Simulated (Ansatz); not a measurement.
Species: CH3AlCl2O (charge 0, singlet). 
Coordinates optimised at B3LYP-D3(BJ)/def2-TZVP (Ansatz, a quantum-chemistry and plane-wave program):
```xyz
8

C     -2.7421    -0.2858     0.2119
O     -1.4298    -0.7777     0.0337
Al     0.0989    -0.1139    -0.0228
Cl     0.3767     1.9437     0.2035
Cl     1.7351    -1.3606    -0.3224
H     -3.1894    -0.7540     1.0913
H     -3.3472    -0.5400    -0.6611
H     -2.7599     0.7996     0.3461
```
Charge 0, spin multiplicity 1.

Dipole moments at this geometry, in debye (magnitudes).

```csv
level,program,dipole (D)
PBE/def2-TZVPD,Ansatz,1.76
revPBE/def2-TZVPD,Ansatz,1.74
r2SCAN/def2-TZVPD,Ansatz,1.79
B97M-V/def2-TZVPD,Ansatz,1.74
B3LYP/def2-TZVPD,Ansatz,1.81
BHLYP/def2-TZVPD,Ansatz,1.86
r2SCANh/def2-TZVPD,Ansatz,1.80
CAM-B3LYP/def2-TZVPD,Ansatz,1.87
CCSD(T)/aug-cc-pV(D+d)Z,Ansatz,1.81
```
